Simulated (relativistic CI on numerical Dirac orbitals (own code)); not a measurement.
## Ca V: q coefficients and field-shift factors

Method of calculation: Dirac-Coulomb-Breit CI, separate exchange-only KLI orbitals for each configuration, valence Slater integrals scaled by 0.85, P86 correlation energy added to each configuration, derivatives by finite differences, QED left out (own radial code, finite nucleus).

Configuration list (outside the closed core [Ne]): 3s2 3p4, 3s 3p5, 3s2 3p3 3d, 3p6, 3s 3p4 3d, 3s2 3p3 4s. Double excitations out of closed p, d and f shells are left out; levels of such configurations are missing from the list, as are those of other unlisted configurations, and high levels can miss mixing partners.

With x = (α/α₀)² − 1 an excitation energy changes as ω = ω₀ + qx; K = 2q/ω₀ is the relative enhancement. Terms are leading LS components, so labels can repeat. The field-shift factor is F = δν/δ⟨r²⟩ for the transition from the lowest level.

Lowest level 3s2 3p4 3P_2.

```csv
Level,ω₀ (cm⁻¹),q (cm⁻¹),K,F (GHz/fm²)
3s2 3p4 3P_1,2394.2,2544,2.13,0.000956
3s2 3p4 3P_0,3278.3,3189,1.95,0.00117
3s2 3p4 1D_2,18905.8,1668,0.176,0.0185
3s2 3p4 1S_0,45982.3,2011,0.0875,-0.0357
3s 3p5 3P°_2,165381.6,3786,0.0458,-2.39
3s 3p5 3P°_1,167475.9,5840,0.0697,-2.39
3s 3p5 3P°_0,168618.2,7047,0.0836,-2.39
3s 3p5 1P°_1,207103.6,4256,0.0411,-1.49
3s2 3p3 3d 5D°_0,217206.7,2303,0.0212,0.352
3s2 3p3 3d 5D°_1,217221.3,2316,0.0213,0.352
3s2 3p3 3d 5D°_2,217248.3,2332,0.0215,0.353
3s2 3p3 3d 5D°_3,217289.5,2353,0.0217,0.353
3s2 3p3 3d 5D°_4,217359.3,2414,0.0222,0.354
```

At this charge configurations can still be misplaced by up to about 7 % of their energy.
